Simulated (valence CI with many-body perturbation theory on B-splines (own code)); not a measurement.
## Energy levels of Hg73+

Level of theory: valence CI with perturbative core correlation (CI+MBPT): five valence electrons over a frozen Dirac-Fock core [He], radial functions for each j: 11 s, 11 p, 10 d, 8 f, 5 g, 2 h, with the one-electron correlation potential Σ1, the two-electron term Σ2, the three-electron term Σ3, Breit, model QED; selected CI, second order for the rest, scaled by the run's own slope (own B-spline code, finite nucleus).

The last digits are not significant, and no measured levels were compared; by estimate large intervals hold to a few tenths of a per cent, small ones and those within an open d or f shell to about a per cent. Among the levels kept, up to 7500 cm⁻¹ of a level comes from second order outside the variational space, and about a tenth of that is noise between levels of different J, which matters for small intervals.

Levels 1 to 45 of 202, with energies above the lowest level, (2s^2 2p1/2^2 2p3/2) J=3/2. "Leading %" is the weight of the configuration and term that name the level; weights of strongly mixed levels are sums over their largest components and can fall short. In the jj column 3d3/2^4 stands for four electrons in 3d with j = 3/2. Lifetimes count E1, E2, E3, M1 and M2 decay at the calculated energies, and are blank where another channel may lead or the interval is too uncertain; long ones can be off by a factor of two.

| No. | Configuration | Term | J | E (eV) | Leading % | Leading jj | Lifetime |
| --- | --- | --- | --- | --- | --- | --- | --- |
| 1 | 2s²2p³ | ²P° | 3/2 | 0 | 49 | 2s^2 2p1/2^2 2p3/2 (100 %) |  |
| 2 | 2s²2p³ | ⁴S° | 3/2 | 2003 | 56 | 2s^2 2p1/2 2p3/2^2 (100 %) | 13.6 ps |
| 3 | 2s²2p³ | ²D° | 5/2 | 2026 | 100 | 2s^2 2p1/2 2p3/2^2 (100 %) | 78.4 ps |
| 4 | 2s²2p³ | ²P° | 1/2 | 2087 | 100 | 2s^2 2p1/2 2p3/2^2 (100 %) | 24.9 ps |
| 5 | 2s2p⁴ | ⁴P | 5/2 | 2397 | 69 | 2s 2p1/2^2 2p3/2^2 (100 %) | 156 fs |
| 6 | 2s2p⁴ | ²S | 1/2 | 2515 | 65 | 2s 2p1/2^2 2p3/2^2 (100 %) | 43.9 fs |
| 7 | 2s2p⁴ | ²P | 3/2 | 2517 | 53 | 2s 2p1/2^2 2p3/2^2 (100 %) | 23.3 fs |
| 8 | 2s²2p³ | ²P° | 3/2 | 4096 | 51 | 2s^2 2p3/2^3 (99 %) | 4.05 ps |
| 9 | 2s2p⁴ | ⁴P | 3/2 | 4432 | 86 | 2s 2p1/2 2p3/2^3 (100 %) | 47.8 fs |
| 10 | 2s2p⁴ | ²D | 5/2 | 4474 | 69 | 2s 2p1/2 2p3/2^3 (100 %) | 47.9 fs |
| 11 | 2s2p⁴ | ²P | 1/2 | 4550 | 65 | 2s 2p1/2 2p3/2^3 (100 %) | 19.3 fs |
| 12 | 2s2p⁴ | ²D | 3/2 | 4557 | 56 | 2s 2p1/2 2p3/2^3 (100 %) | 19.5 fs |
| 13 | 2p⁵ | ²P° | 3/2 | 4991 | 99 | 2p1/2^2 2p3/2^3 (99 %) | 16.0 fs |
| 14 | 2s2p⁴ | ⁴P | 1/2 | 6575 | 41 | 2s 2p3/2^4 (100 %) | 22.8 fs |
| 15 | 2p⁵ | ²P° | 1/2 | 7028 | 100 | 2p1/2 2p3/2^4 (100 %) | 11.9 fs |
| 16 | 2s²2p²3s | ⁴P | 1/2 | 10296 | 46 | 2s^2 2p1/2^2 3s (100 %) | 2.98 fs |
| 17 | 2s²2p²3p | ²P° | 1/2 | 10416 | 47 | 2s^2 2p1/2^2 3p1/2 (100 %) | 213 fs |
| 18 | 2s²2p²3p | ²P° | 3/2 | 11023 | 35 | 2s^2 2p1/2^2 3p3/2 (100 %) | 171 fs |
| 19 | 2s²2p²3d | ²D | 3/2 | 11122 | 43 | 2s^2 2p1/2^2 3d3/2 (100 %) | 2.79 fs |
| 20 | 2s²2p²3d | ²D | 5/2 | 11284 | 37 | 2s^2 2p1/2^2 3d5/2 (100 %) | 495 as |
| 21 | 2s²2p²3s | ⁴P | 3/2 | 12320 | 88 | 2s^2 2p1/2 2p3/2 3s (100 %) | 4.70 fs |
| 22 | 2s²2p²3s | ²P | 1/2 | 12331 | 67 | 2s^2 2p1/2 2p3/2 3s (100 %) | 2.14 fs |
| 23 | 2s²2p²3s | ²D | 5/2 | 12339 | 65 | 2s^2 2p1/2 2p3/2 3s (100 %) | 4.20 fs |
| 24 | 2s²2p²3s | ²D | 3/2 | 12347 | 64 | 2s^2 2p1/2 2p3/2 3s (100 %) | 2.27 fs |
| 25 | 2s²2p²3p | ⁴P° | 1/2 | 12437 | 49 | 2s^2 2p1/2 2p3/2 3p1/2 (100 %) | 340 fs |
| 26 | 2s²2p²3p | ⁴D° | 3/2 | 12443 | 55 | 2s^2 2p1/2 2p3/2 3p1/2 (100 %) | 286 fs |
| 27 | 2s²2p²3p | ²F° | 5/2 | 12456 | 50 | 2s^2 2p1/2 2p3/2 3p1/2 (100 %) | 224 fs |
| 28 | 2s²2p²3p | ²P° | 3/2 | 12506 | 43 | 2s^2 2p1/2 2p3/2 3p1/2 (99 %) | 147 fs |
| 29 | 2s2p³3s | ⁴P° | 5/2 | 12667 | 49 | 2s 2p1/2^2 2p3/2 3s (99 %) | 5.87 fs |
| 30 | 2s2p³3s | ²P° | 3/2 | 12700 | 35 | 2s 2p1/2^2 2p3/2 3s (99 %) | 2.52 fs |
| 31 | 2s2p³3s | ²P° | 1/2 | 12775 | 43 | 2s 2p1/2^2 2p3/2 3s (99 %) | 2.34 fs |
| 32 | 2s2p³3s | ²P° | 3/2 | 12785 | 39 | 2s 2p1/2^2 2p3/2 3s (99 %) | 5.01 fs |
| 33 | 2s2p³3p | ⁴P | 3/2 | 12797 | 30 | 2s 2p1/2^2 2p3/2 3p1/2 (100 %) | 3.54 fs |
| 34 | 2s2p³3p | ²D | 5/2 | 12798 | 26 | 2s 2p1/2^2 2p3/2 3p1/2 (100 %) | 1.38 fs |
| 35 | 2s2p³3p | ²P | 1/2 | 12894 | 36 | 2s 2p1/2^2 2p3/2 3p1/2 (100 %) | 1.31 fs |
| 36 | 2s2p³3p | ²D | 3/2 | 12896 | 36 | 2s 2p1/2^2 2p3/2 3p1/2 (100 %) | 1.97 fs |
| 37 | 2s²2p²3p | ⁴D° | 5/2 | 13035 | 52 | 2s^2 2p1/2 2p3/2 3p3/2 (100 %) | 150 fs |
| 38 | 2s²2p²3p | ²P° | 1/2 | 13039 | 37 | 2s^2 2p1/2 2p3/2 3p3/2 (100 %) | 112 fs |
| 39 | 2s²2p²3p | ²D° | 3/2 | 13044 | 53 | 2s^2 2p1/2 2p3/2 3p3/2 (100 %) | 131 fs |
| 40 | 2s²2p²3p | ²F° | 7/2 | 13051 | 65 | 2s^2 2p1/2 2p3/2 3p3/2 (100 %) | 138 fs |
| 41 | 2s²2p²3p | ⁴S° | 3/2 | 13074 | 33 | 2s^2 2p1/2 2p3/2 3p3/2 (99 %) | 172 fs |
| 42 | 2s²2p²3p | ²D° | 5/2 | 13083 | 67 | 2s^2 2p1/2 2p3/2 3p3/2 (100 %) | 139 fs |
| 43 | 2s²2p²3p | ²P° | 1/2 | 13109 | 87 | 2s^2 2p1/2 2p3/2 3p3/2 (100 %) | 90.6 fs |
| 44 | 2s²2p²3d | ⁴F | 3/2 | 13149 | 43 | 2s^2 2p1/2 2p3/2 3d3/2 (100 %) | 1.41 fs |
| 45 | 2s²2p²3d | ⁴F | 5/2 | 13150 | 52 | 2s^2 2p1/2 2p3/2 3d3/2 (100 %) | 3.83 fs |

The ionisation energy to 2s²2p² ³P0 of the next ion comes out as 19681 eV (NIST: 19680 ± 90 eV (theoretical)). All 202 levels together are meant to be complete up to 15994 eV.
